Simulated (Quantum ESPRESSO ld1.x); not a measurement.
Problem. The table gives one normalised radial function P(r) = r R(r) of Gd48+ in [Ne] 3s2 3p4 (r in bohr). All-electron calculation, scalar-relativistic Kohn-Sham, LDA (Slater exchange, Perdew-Wang correlation), spin-polarised, spherical densities, point nucleus; open shells are filled with parallel spins first (spin-orbit coupling, left out, can overturn this in heavy ions). Program: ld1.x of Quantum ESPRESSO 7.5.

r         P
0.002309   0.0258
0.002866   0.0373
0.003585   0.0546
0.00445    0.0786
0.005523   0.1126
0.006854   0.1605
0.008507   0.2269
0.01056    0.3171
0.0131     0.4367
0.01626    0.5899
0.02018    0.7766
0.02505    0.9888
0.03109    1.2045
0.03859    1.3813
0.04827    1.4535
0.05991    1.3306
0.07436    0.9399
0.09228    0.2526
0.1145    -0.6582
0.1421    -1.5865
0.1764    -2.2359
0.219     -2.3602
0.2717    -1.9365
0.3373    -1.2186
0.4186    -0.5658
0.5195    -0.1829
0.6448    -0.0381

Which n and l does it have? It may be an empty orbital.

Solution. n = 3, l = 1: the number of nodes gives n - l - 1 = 1, the rise at small r (about r^(l+1), flatter next to the nucleus through relativity) gives l, and the extent must fit the shell. The curve is that of 3p down; the table hardly tells the two spins apart. 3p down: eigenvalue -4188.4 eV, 1 radial node at r = 0.0984 bohr, <r> = 0.219 bohr, 90 % of the charge inside 0.324 bohr.
